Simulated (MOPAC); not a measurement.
Input file for MOPAC: PM6 on GeC, 2S+1 = 3, a spin state set in the input, which need not be the lowest, a point of a bond scan (R = 1.715 Å).

```
PM6 1SCF PRECISE CHARGE=0 UHF MS=1 THREADS=1
CGe

C      0.00000000 1     0.00000000 1     0.00000000 1
Ge     0.00000000 1     0.00000000 1     1.71454100 1
```

It printed:

```
*******************************************************************************
 **                                                                           **
 **                              MOPAC v23.2.5                                **
 **                                                                           **
 *******************************************************************************
 ** MOPAC's Digital Object Identifier: https://doi.org/10.5281/zenodo.6511958 **
 **                                                                           **
 ** Please cite the open-source release paper for use of this MOPAC version:  **
 ** J. E. Moussa and J. J. P. Stewart (2026)                                  **
 ** MOPAC: An open-source semiempirical molecular orbital program             **
 ** J. Open Source Softw., 11(119), 8025, https://doi.org/10.21105/joss.08025 **
 *******************************************************************************

                              PM6 CALCULATION RESULTS

 *******************************************************************************
 *  PM6        - The PM6 Hamiltonian to be used
 *  UHF        - UNRESTRICTED HARTREE-FOCK CALCULATION
 *
 *
 *
 *                 CHARGE ON SYSTEM = 0
 *
 *
 *
 *  MS=        - IN MECI, MAGNETIC COMPONENT OF SPIN =  1.0
 *  PRECISE    - TIGHTER CRITERIA TO BE USED
 *  1SCF       - DO 1 SCF AND THEN STOP
 *  THREADS=1  - MULTI-THREADING NOT USED
 *  T=         - A TIME OF 172800.0 SECONDS REQUESTED
 *  DUMP=N     - RESTART FILE WRITTEN EVERY 7200.0 SECONDS REQUESTED
 *******************************************************************************
PM6 1SCF PRECISE CHARGE=0 UHF MS=1 THREADS=1
 CGe

   ATOM   CHEMICAL          X               Y               Z
  NUMBER   SYMBOL      (ANGSTROMS)     (ANGSTROMS)     (ANGSTROMS)

     1       C          0.00000000  *   0.00000000  *   0.00000000  *
     2      Ge          0.00000000  *   0.00000000  *   1.71454100  *



          CARTESIAN COORDINATES

    NO.       ATOM           X           Y           Z

     1         C          0.0000      0.0000      0.0000
     2        Ge          0.0000      0.0000      1.7145

 General Reference for PM6:
 "Optimization of Parameters for Semiempirical Methods V: Modification of NDDO Approximations
 and Application to 70 Elements", J. J. P. Stewart, J. Mol. Mod., 13, 1173-1213 (2007)
 URL: https://link.springer.com/article/10.1007/s00894-007-0233-4

           Empirical Formula: C Ge  =     2 atoms



      MOLECULAR POINT GROUP   :   C*v


          UHF CALCULATION, NO. OF ALPHA ELECTRONS =    5
                           NO. OF BETA  ELECTRONS =    3

 -------------------------------------------------------------------------------
 PM6 1SCF PRECISE CHARGE=0 UHF MS=1 THREADS=1
 CGe



     1SCF WAS SPECIFIED, SO BFGS WAS NOT USED
     SCF FIELD WAS ACHIEVED


                              PM6 CALCULATION
                                                       MOPAC v23.2.5 Linux




          FINAL HEAT OF FORMATION =        169.70316 KCAL/MOL =     710.03803 KJ/MOL


          COSMO AREA              =         88.34 SQUARE ANGSTROMS
          COSMO VOLUME            =         75.60 CUBIC ANGSTROMS

          IONIZATION POTENTIAL    =          7.652555 EV
          ALPHA SOMO LUMO (EV)    =         -8.676 -1.160
          BETA  SOMO LUMO (EV)    =         -7.653 -2.400
          NO. OF ALPHA ELECTRONS  =          5
          NO. OF BETA  ELECTRONS  =          3
          MOLECULAR WEIGHT        =         84.6010         POINT GROUP:  C*v

          MOLECULAR DIMENSIONS (Angstroms)

            Atom       Atom       Distance
           Ge     2    C     1     1.71454
           Ge     2    C     1     0.00000
            C     1   Ge     2     0.00000


          SCF CALCULATIONS        =          1





   ATOM   CHEMICAL          X               Y               Z
  NUMBER   SYMBOL      (ANGSTROMS)     (ANGSTROMS)     (ANGSTROMS)

     1       C          0.00000000  *   0.00000000  *   0.00000000  *
     2      Ge          0.00000000  *   0.00000000  *   1.71454100  *

                             CARTESIAN COORDINATES

   1    C        0.000000000     0.000000000     0.000000000
   2   Ge        0.000000000     0.000000000     1.714541000


           Empirical Formula: C Ge  =     2 atoms



      MOLECULAR POINT GROUP   :   C*v


          ALPHA EIGENVALUES
 -20.31180 -13.62616 -10.08617  -9.84316  -8.67632  -1.16050  -0.64648   2.72303


           BETA EIGENVALUES
 -19.30776 -11.32168  -7.65255  -2.40010  -0.13699   1.36564   1.70063   3.38743


              NET ATOMIC CHARGES AND DIPOLE CONTRIBUTIONS

  ATOM NO.   TYPE          CHARGE      No. of ELECS.   s-Pop       p-Pop
    1          C          -0.217904        4.2179     1.53911     2.67879
    2         Ge           0.217904        3.7821     1.73402     2.04808
 DIPOLE           X         Y         Z       TOTAL
 POINT-CHG.     0.000     0.000     1.794     1.794
 HYBRID         0.000     0.000    -1.691     1.691
 SUM            0.000     0.000     0.104     0.104


          ATOMIC ORBITAL ELECTRON POPULATIONS

     Atom    s        px        py        pz
    1  C   1.53911   1.01622   0.78689   0.87568
    2 Ge   1.73402   0.98378   0.21311   0.85120


                    (SZ)    =    1.000000
                    (S**2)  =    2.410234


          ATOMIC ORBITAL SPIN POPULATIONS

    Atom   Total    s     px     py     pz
         Atomic
    1  C  2.2257  0.149  0.639  0.787  0.651
    2 Ge -0.2257  0.004 -0.639  0.213  0.197

 **********************
 *                    *
 * JOB ENDED NORMALLY *
 *                    *
 **********************




 == MOPAC DONE ==
```

The run finished. Its determinant has ⟨S²⟩ = 2.41, a mixture of spin states.

Cost: very roughly 0.03 core-seconds.
